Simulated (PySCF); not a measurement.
## Correlation energy of F²⁺ (fluorine, charge +2)

[He] 2s2 2p3, high-spin 4S determinant. Calculation: PySCF 2.14, in aug-cc-pCVTZ-DK with one added diffuse shell each of s, p, d, f type (8s7p5d3f, 75 functions); the spin-free X2C one-electron Hamiltonian (Gaussian nucleus). Frozen: 1s2; 5 electrons correlated.

```csv
level,correlation energy (mhartree)
CCSD,-117.92
(T),-1.28
CCSD(T),-119.20
```

Diagnostics: T1 = 0.0029, D1 = 0.0070, largest double amplitude 0.026.

Task: Is a single reference adequate?

Result: Yes: T1 lies below 0.03 and no double amplitude reaches 0.07.
